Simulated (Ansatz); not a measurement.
CCSD(T) forces

CH3FTe (SMILES FC[TeH]), singlet, displaced at random from a GFN2-xTB minimum.

F1  (-0.230, -0.443, -1.874)
C2  (0.095, -0.581, -0.326)
Te3  (-0.562, 1.487, 0.539)
H4  (1.027, -0.618, -0.426)
H5  (-0.335, -1.404, 0.145)
H6  (0.062, 1.236, 1.887)
(Å)

Computed with Ansatz 0.2.0 (basis: def2-TZVPP); correlated methods freeze the cores. Filled d shells of the heavier atoms are correlated. Core potentials replace the inner electrons of the atoms past krypton. The def2 sets are not built for correlating such inner shells, so the correlated values are less sure here.

CCSD(T) forces from the calculation:
| atom | Fx | Fy | Fz (eV/Å) |
| --- | --- | --- | --- |
| F1 | 0.003 | -0.606 | 3.717 |
| C2 | -7.042 | 3.693 | -3.001 |
| Te3 | -1.028 | -1.015 | -3.846 |
| H4 | 7.857 | -0.162 | -0.172 |
| H5 | -1.248 | -1.217 | 0.226 |
| H6 | 1.458 | -0.694 | 3.075 |

Root-mean-square difference of the force components from those of CCSD(T): PBE0-D4 0.112; wB97M-V 0.081; r2SCAN-D4 0.085; PBE-D4 0.203; B97M-V 0.126; wB97X-V 0.141 eV/Å.

T1 diagnostic: at most 0.013. These are differences at one structure, and CCSD(T) in triple zeta is itself an approximation.

For scale, one of the runs: CCSD(T)/def2-TZVPP forces, 154 basis functions (an equivalent command: `ansatz run in.yaml --threads 4`). Time: 2.6 min of wall clock on 4 CPU threads; the host was shared. Peak host memory: 2.3 GiB.
